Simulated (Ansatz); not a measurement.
Species: LaCl, net charge 0, singlet state. 
Structure (B3LYP-D3(BJ)/def2-TZVP (Ansatz, a program for electronic structure) minimum search):
```xyz
2

La     0.0000     0.0000    -0.5861
Cl     0.0000     0.0000     1.9651
```
Charge 0, spin multiplicity 1.

Basis-set convergence of Hartree-Fock and MP2 correlation energies (hartree) with Ansatz. Cores are frozen in the correlated levels unless marked. No spin-orbit coupling. Frozen are the shells of the preceding noble gas and the d and f shells that filled before the atom's block. In def2 rows, elements after Kr have scalar-relativistic effective core potentials.

The Hartree-Fock reference is unstable (checked in the largest basis), which strains HF and MP2. 

```tsv
basis	functions	E(HF)	E(corr, MP2)
def2-SVP	50	-490.54049	-0.16726
def2-TZVPP	98	-490.69843	-0.23284
def2-QZVPP	151	-490.71208	-0.25597
```

Extrapolating the two largest sets (X = 3 and 4) as X^-3: E(corr) = (64·(-0.25597) - 27·(-0.23284))/37 = -0.2728 Eh, an estimate of the basis-set limit. The largest set recovers 93.8 % of it, the smallest 61.3 %.
